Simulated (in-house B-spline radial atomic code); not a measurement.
A calculation on Ge29+: its settings, and results tabulated from the run. Method: non-relativistic B3LYP, spin-polarised, spherical fractional occupations, exact exchange averaged over the configuration, point nucleus. Calculated with an all-electron radial atomic-structure program (B-spline basis).

Command:
```bash
python run_scf.py task.json out
```
Settings:
```
Z                32
configuration    [He] 2s1
hamiltonian      nr
method           b3lyp
spin_polarised   True
exact_exchange   averaged over the configuration
```

Output (hartree, bohr):
```
 radial grid: 36 intervals, B-splines of order 8, outer radius 1.3468 bohr

 iter        energy (Eh)    residual
    1       -1117.834755    2.21e+00
    2       -1119.469898    3.02e-02
    3       -1119.470093    1.49e-02
    4       -1119.470141    7.36e-03
    5       -1119.470156    9.63e-05
    6       -1119.470156    7.90e-08

 total energy                     -1119.47016
 kinetic                            1119.3385
 electron-nucleus                  -2270.9760
 Hartree                              54.7347
 exact exchange                       -4.5444
 exchange-correlation                -18.0229

 orbital      occ     eigenvalue          <r>       <r^2>       <1/r>       r_max
 1s up      1.000      -480.2102    0.0475072  0.00301629     31.6631      0.0315
 1s down    1.000      -479.8416    0.0475145  0.00301657      31.654     0.03151
 2s up      1.000      -114.1804     0.194981   0.0443546     7.65093      0.1693
```

Cost of the run: 0.05 s on 1 thread of Intel(R) Xeon(R) Platinum 8375C CPU @ 2.90GHz, on a shared host.
